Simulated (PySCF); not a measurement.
Computed properties of C5H7F, SMILES C=CC/C=C\F

C5H7F, SMILES C=CC/C=C\F. Coordinates come from a B3LYP-D3(BJ)/def2-SVP optimisation. The structure was generated by enumeration; whether it is a known compound was not checked. Other conformers were not sampled. All values are computed for the isolated molecule unless a solvent is named; none is compared with measurement here.

**Structure.** All 33 harmonic modes at B3LYP-D3(BJ)/def2-SVP (PySCF) are real, so it is a minimum. With heavy atoms numbered as in [CH2:1]=[CH:2][CH2:3]/[CH:4]=[CH:5]\[F:6], the shortest bond between them is C4–C5 at 1.331 Å and the longest C2–C3 at 1.508 Å.

**Vibrations.** The strongest infrared lines (harmonic, unscaled, degenerate partners summed) lie at 1753 cm⁻¹ (68 km/mol, C 92 %), 1088 cm⁻¹ (39 km/mol, H 53 %, C 36 %, F 11 %), 941 cm⁻¹ (32 km/mol, H 71 %, C 28 %). The softest mode is at 52 cm⁻¹ and the zero-point energy is 66.5 kcal/mol.

**Electronic structure.** r2SCAN/def2-TZVP (PySCF) places the frontier levels at -6.29 and -0.91 eV, a gap of 5.38 eV, and gives a dipole moment of 1.08 D and a mean polarisability of 63.3 bohr³. PBE/def2-TZVP (PySCF) at the same geometry gives -6.08 and -1.13 eV, so its gap is 0.43 eV narrower. An orbital gap is neither the optical nor the fundamental gap.

**Excitations.** TDA-M06-2X/def2-SVPD (PySCF) has S1 at 6.99 eV (177 nm, f = 0.041, weak); the most intense of the 10 singlets computed lies at 7.05 eV (f = 0.34). T1 (TDA) is at 4.67 eV, 2.32 eV under S1. TDA-PBE/def2-SVPD (PySCF) puts S1 at 5.42 eV. No vertical singlet excitation falls in the visible range (under 3.1 eV).

**NMR.** GIAO shifts at KT2/pcSseg-1 (PySCF) (non-relativistic, atoms alike by connectivity averaged): ¹³C from 35.9 to 151.3 ppm against TMS; ¹H from 3.3 to 7.0 ppm against TMS; ¹⁹F at -150.2 ppm against CFCl3.
